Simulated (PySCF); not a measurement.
## Computed spin Hamiltonian

Species: C7H9O2 (doublet state).
Geometry (GFN2-xTB, Å), atoms numbered from 1 in this order:
```xyz
18
C7H9O2 angstrom
C     -4.0678    0.0940    0.5588
C     -2.6252    0.3685    0.6409
C     -1.8097   -0.5757   -0.2633
C     -0.3944   -0.3213   -0.1655
C      0.7860   -0.1004   -0.0829
C      2.1813    0.2085    0.0691
O      2.6222    1.0209    0.8418
O      2.9319   -0.5292   -0.7647
C      4.3305   -0.3030   -0.6953
H     -4.7856    0.8777    0.6938
H     -4.4220   -0.9115    0.4380
H     -2.4177    1.4093    0.3774
H     -2.2625    0.2330    1.6732
H     -2.1201   -0.4458   -1.3037
H     -2.0022   -1.6138    0.0212
H      4.7029   -0.5226    0.3082
H      4.5607    0.7381   -0.9340
H      4.7830   -0.9706   -1.4245
```

The hyperfine couplings belong to this conformer and change with its torsions.

Identity: `[CH2]CCC#CC(=O)OC` [radical].

Method used: UKS B3LYP, pcH-1 on C H O, non-relativistic, mean-field spin-orbit, GIAO in PySCF 2.14.0. The structure is a single GFN2-xTB conformer in the gas phase; no vibrational or solvent corrections. The geometry wasn't refined by DFT: couplings that depend on bond lengths, twists or pyramidal angles can differ widely from those at the functional's own minimum. The SCF solution wasn't tested for stability.

```json
{
  "g1, g2, g3": "2.00219, 2.00276, 2.00290",
  "g_iso": "2.00262",
  "Form of g": "rhombic: the two nearest values differ by 19 % of g3 − g1",
  "⟨S²⟩": "0.7536 (exact 0.7500)",
  "α and β electrons": "34, 33",
  "HOMO–LUMO gap, α and β orbitals": "4.83, 5.62 eV",
  "Total energy": "-422.52155 Eh"
}
```

Isotropic coupling and dipolar principal values T1 to T3, in 10⁻⁴ cm⁻¹; ρ(0) is the spin density at the nucleus (1 × 10⁻⁴ cm⁻¹ = 2.998 MHz):

| atom | isotope | a_iso | T1 | T2 | T3 | Mulliken spin population | ρ(0) (bohr⁻³) |
| --- | --- | --- | --- | --- | --- | --- | --- |
| C1 | 13C | 29.7 | -27.2 | -27.0 | 54.2 | 1.08 | 0.0793 |
| C2 | 13C | -11.4 | -0.8 | 0.1 | 0.7 | -0.09 | -0.0305 |
| C3 | 13C | 11.1 | -0.8 | -0.7 | 1.5 | 0.02 | 0.0296 |
| C4 | 13C | 0.3 | -0.3 | 0.0 | 0.4 | 0.00 | 0.0007 |
| C5 | 13C | 0.4 | -0.2 | 0.0 | 0.2 | 0.00 | 0.0012 |
| C6 | 13C | -0.1 | 0.0 | 0.0 | 0.1 | 0.00 | -0.0002 |
| O7 | 17O | 0.0 | -0.1 | 0.0 | 0.1 | 0.00 | 0.0001 |
| O8 | 17O | 0.0 | 0.0 | 0.0 | 0.0 | 0.00 | 0.0000 |
| C9 | 13C | 0.0 | 0.0 | 0.0 | 0.0 | 0.00 | 0.0000 |
| H10 | 1H | -21.4 | -13.2 | 0.0 | 13.2 | -0.05 | -0.0144 |
| H11 | 1H | -20.9 | -13.2 | 0.0 | 13.2 | -0.05 | -0.0140 |
| H12 | 1H | 11.5 | -1.7 | -1.5 | 3.1 | 0.01 | 0.0077 |
| H13 | 1H | 52.4 | -2.0 | -1.0 | 3.0 | 0.06 | 0.0351 |
| H14 | 1H | -0.8 | -1.5 | -0.8 | 2.3 | 0.00 | -0.0005 |
| H15 | 1H | -0.5 | -1.1 | -1.0 | 2.0 | 0.00 | -0.0004 |
| H16 | 1H | 0.0 | 0.0 | 0.0 | 0.1 | 0.00 | 0.0000 |
| H17 | 1H | 0.0 | 0.0 | 0.0 | 0.1 | 0.00 | 0.0000 |
| H18 | 1H | 0.0 | 0.0 | 0.0 | 0.1 | 0.00 | 0.0000 |

The Mulliken spin populations are largest on C1 (+1.08), C2 (-0.09) and H13 (+0.06). No atom but C1 exceeds +0.15. The positive populations add up to 1.18 and the negative ones to -0.18, together 2S = 1. The angles at C1 add up to 359.8°, so it is planar; its axial dipolar tensor and the negative couplings of its protons fit spin in a p orbital normal to that plane.

Axes: g2 points within 14° of the C1–C2 bond.

Under fast tumbling the dipolar parts average out, and these isotropic splittings remain: 2 × 1H (H12/H13, I = 1/2, 3 lines) with 3.42 mT, 2 × 1H (H10/H11, I = 1/2, 3 lines) with 2.27 mT and 2 × 1H (H14/H15, I = 1/2, 3 lines) with 0.07 mT.

Class means assume fast exchange of nuclei equivalent by connectivity; if that motion is slow, each nucleus keeps its own coupling. The 1H value of +95.8 MHz is a mean of couplings from 34.6 to 157.1 MHz in this one geometry, not an average over conformers.

The 13C coupling of C1 (89.1 MHz) shows only in satellite lines or after enrichment, since that isotope makes up about 1.07 % of natural carbon.

β density exceeds α density at some nuclei, such as C2 (-0.0305) and H10/H11 (-0.0142), spin density in bohr⁻³. In a single determinant that takes different orbitals for the two spins, that is spin polarisation.
